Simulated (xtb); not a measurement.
BI$_{3}$, singlet, at a GFN2-xTB geometry, atoms displaced at random by about 0.1 Å a coordinate. Base run: GFN2-xTB (xtb 6.7.1).

xtb was given this input:
```
$ xtb mol.xyz --gfn 2 --opt --json

# file mol.xyz
4

B     -0.08500516    -0.02833432     0.15047503
I      2.07891319    -0.42463951    -0.68943819
I     -0.71465792    -0.82839805     1.75192218
I     -1.25549641     1.14378953    -1.18303582
```

Variants of this job, named by their change:

```json
[
 {"change": "base", "ΔE vs base (kJ/mol)": "0.00", "optimiser steps": "27"},
 {"change": "opt level = loose", "ΔE vs base (kJ/mol)": "0.44", "optimiser steps": "7"},
 {"change": "alpb = chcl3", "ΔE vs base (kJ/mol)": "-49.3", "optimiser steps": "23"},
 {"change": "opt level = lax", "ΔE vs base (kJ/mol)": "0.44", "optimiser steps": "7"},
 {"change": "opt level = sloppy", "ΔE vs base (kJ/mol)": "0.49", "optimiser steps": "6"},
 {"change": "opt level = crude", "ΔE vs base (kJ/mol)": "0.49", "optimiser steps": "6"},
 {"change": "opt level = extreme", "ΔE vs base (kJ/mol)": "0.00", "optimiser steps": "32"},
 {"change": "opt level = vtight", "ΔE vs base (kJ/mol)": "0.00", "optimiser steps": "32"},
 {"change": "opt level = tight", "ΔE vs base (kJ/mol)": "0.00", "optimiser steps": "29"},
 {"change": "alpb = thf", "ΔE vs base (kJ/mol)": "-38.0", "optimiser steps": "13"}
]
```
